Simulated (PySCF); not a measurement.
Isomers of C7H9N.

All values: CAM-B3LYP/def2-SVPD (PySCF) at GFN2-xTB geometries, gas phase, one conformer each. Core orbitals are frozen in the response; Δα² is half the sum of the squared differences of the principal polarisabilities.

Question: Rank by HOMO energy, highest first.
A. `[CH2:1]=[C:2]([CH3:3])[n:4]1[cH:5][cH:6][cH:7][cH:8]1` with C1–C2–N4–C5 -179°
B. `[CH3:1][C@@H:2]1[CH:3]=[CH:4][CH2:5][C@H:6]1[C:7]#[N:8]` with C1–C2–C3–C4 -130°, C3–C4–C5–C6 9°, C4–C5–C6–C7 -136°, C1–C2–C6–C5 136°
C. `[CH2:1]=[CH:2][C@@H:3]([C:4]#[C:5][CH3:6])[N:7]=[CH2:8]` with C1–C2–C3–C4 14°, C2–C3–N7–C8 -126°
D. `c1(N)ccccc1C`
E. `[CH:1]#[C:2][CH2:3][C@@H:4]([CH3:5])[CH2:6][C:7]#[N:8]` with C2–C3–C4–C5 175°, C3–C4–C6–C7 -63°
F. `[CH:1]#[C:2][C@@H:3]1[C@H:4]([NH2:5])[C@@H:6]1[CH:7]=[CH2:8]` with C3–C4–N5–H -34° and 85°, C4–C6–C7–C8 -141°

Answer: D (-7.06 eV), A (-7.49 eV), F (-7.89 eV), C (-8.71 eV), B (-8.87 eV), E (-9.45 eV).

Question: Rank by mean static polarisability, lowest first.
A. `[CH2:1]=[CH:2][C@@H:3]([C:4]#[C:5][CH3:6])[N:7]=[CH2:8]` with C1–C2–C3–C4 14°, C2–C3–N7–C8 -126°
B. `Cc1ccc(N)cc1` (p-toluidine)
C. `[CH:1]#[C:2][CH2:3][C@@H:4]([CH3:5])[CH2:6][C:7]#[N:8]` with C2–C3–C4–C5 175°, C3–C4–C6–C7 -63°
D. `[CH3:1][CH2:2][c:3]1[cH:4][cH:5][n:6][cH:7][cH:8]1` with C1–C2–C3–C4 89° (4-ethylpyridine)

Answer: C (12.15 Å³), D (12.65 Å³), A (13.17 Å³), B (13.40 Å³).

All values together:

```csv
SMILES,μ (D),HOMO (eV),LUMO (eV),α (Å³),Δα (Å³)
C=C[C@@H](C#CC)N=C,2.20,-8.71,0.82,13.17,5.39
CCc1ccncc1,2.83,-8.71,0.43,12.65,5.88
C=C(C)n1cccc1,1.33,-7.49,0.62,13.23,7.98
Cc1ccccc1N,1.64,-7.06,1.14,13.26,7.57
C#C[C@@H]1[C@H](N)[C@@H]1C=C,0.71,-7.89,0.91,12.72,3.03
CC(C)=C1C[C@@H]1C#N,4.60,-8.78,0.89,12.81,5.35
C[C@@H]1C=CC[C@H]1C#N,4.17,-8.87,1.04,11.94,3.53
C#CC[C@@H](C)CC#N,3.89,-9.45,1.00,12.15,3.52
Cc1ccc(N)cc1,1.34,-6.90,0.99,13.40,8.54
```

Conformers: `[CH2:1]=[CH:2][C@@H:3]([C:4]#[C:5][CH3:6])[N:7]=[CH2:8]` with C1–C2–C3–C4 14°, C2–C3–N7–C8 -126°; `[CH3:1][CH2:2][c:3]1[cH:4][cH:5][n:6][cH:7][cH:8]1` with C1–C2–C3–C4 89°; `[CH2:1]=[C:2]([CH3:3])[n:4]1[cH:5][cH:6][cH:7][cH:8]1` with C1–C2–N4–C5 -179°; `[CH:1]#[C:2][C@@H:3]1[C@H:4]([NH2:5])[C@@H:6]1[CH:7]=[CH2:8]` with C3–C4–N5–H -34° and 85°, C4–C6–C7–C8 -141°; `[CH3:1][C@@H:2]1[CH:3]=[CH:4][CH2:5][C@H:6]1[C:7]#[N:8]` with C1–C2–C3–C4 -130°, C3–C4–C5–C6 9°, C4–C5–C6–C7 -136°, C1–C2–C6–C5 136°; `[CH:1]#[C:2][CH2:3][C@@H:4]([CH3:5])[CH2:6][C:7]#[N:8]` with C2–C3–C4–C5 175°, C3–C4–C6–C7 -63°.
